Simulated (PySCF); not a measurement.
# Computed spin Hamiltonian

C6H8N (doublet state).
Structure used (GFN2-xTB), in Å, numbered top down from 1:
```
atom  x, y, z in Å
C1    -0.935    2.241   -1.087
C2    -0.401    1.170   -1.095
C3     0.272   -0.116   -1.051
C4    -0.588   -1.144   -0.230
C5    -0.791   -0.757    1.173
N6     1.604    0.040   -0.531
C7     1.788    0.182    0.697
H8    -1.416    3.173   -1.107
H9     0.376   -0.493   -2.077
H10   -1.540   -1.201   -0.772
H11   -0.090   -2.114   -0.296
H12   -0.627   -1.469    1.959
H13   -1.394    0.106    1.391
H14    0.944    0.108    1.416
H15    2.795    0.283    1.071
```

The hyperfine couplings belong to this conformer and change with its torsions.

As a line formula: `C=N[C@@H](C[CH2])C#C` [radical].

The calculation used UKS B3LYP, pcH-1 on C H N, non-relativistic, mean-field spin-orbit, GIAO (PySCF 2.14.0). Isolated species at its GFN2-xTB geometry (one conformer only). A GFN2-xTB geometry isn't a minimum of the functional, and hyperfine couplings can be far from their values at a DFT geometry. No stability test was run, so a lower SCF solution isn't excluded.

| Quantity | Value |
| --- | --- |
| g1, g2, g3 | 2.00202, 2.00261, 2.00293 |
| g_iso | 2.00252 |
| Form of g | rhombic: the two nearest values differ by 36 % of g3 − g1 |
| ⟨S²⟩ | 0.7552 (exact 0.7500) |
| α and β electrons | 26, 25 |

Hyperfine couplings atom by atom, in 10⁻⁴ cm⁻¹; T1 to T3 are the principal values of the dipolar part (1 × 10⁻⁴ cm⁻¹ = 2.998 MHz):

```tsv
atom	isotope	a_iso	T1	T2	T3	Mulliken spin population
C1	13C	0.2	-0.4	-0.2	0.5	0.01
C2	13C	-0.4	-0.4	-0.1	0.5	-0.01
C3	13C	7.1	-2.2	-1.9	4.1	0.05
C4	13C	-11.4	-0.7	-0.4	1.1	-0.08
C5	13C	37.9	-25.5	-25.2	50.7	0.98
N6	14N	1.1	-1.2	-0.5	1.7	0.02
C7	13C	15.0	-3.2	-2.6	5.7	0.07
H8	1H	-0.3	-0.4	-0.2	0.6	0.00
H9	1H	2.3	-1.2	-0.4	1.6	0.00
H10	1H	41.7	-1.6	-0.9	2.6	0.05
H11	1H	1.0	-1.6	-1.1	2.7	0.00
H12	1H	-18.7	-12.1	-0.4	12.5	-0.04
H13	1H	-17.9	-11.9	-0.5	12.4	-0.04
H14	1H	-3.3	-7.5	-5.3	12.8	-0.03
H15	1H	12.1	-1.4	-0.7	2.1	0.02
```

The largest Mulliken spin populations are on C5 (+0.98), C4 (-0.08) and C7 (+0.07). C5 is the only atom above +0.15. The angles at C5 add up to 357.1°, so it is nearly planar; its axial dipolar tensor and the negative couplings of its protons fit spin in a p orbital normal to that plane.

Under fast tumbling the dipolar parts average out, and these isotropic splittings remain (the largest six): 1 × 1H (H10, I = 1/2, 2 lines) with 4.46 mT, 2 × 1H (H12/H13, I = 1/2, 3 lines) with 1.96 mT, 1 × 1H (H15, I = 1/2, 2 lines) with 1.29 mT, 1 × 1H (H14, I = 1/2, 2 lines) with 0.35 mT, 1 × 1H (H9, I = 1/2, 2 lines) with 0.24 mT and 1 × 14N (N6, I = 1, 3 lines) with 0.12 mT.

Nuclei that the bonding pattern makes equivalent are averaged, as if the motion that swaps them (rotation, inversion, ring flip) were fast.

The 13C coupling of C5 (113.6 MHz) shows only in satellite lines or after enrichment, since that isotope makes up about 1.07 % of natural carbon.
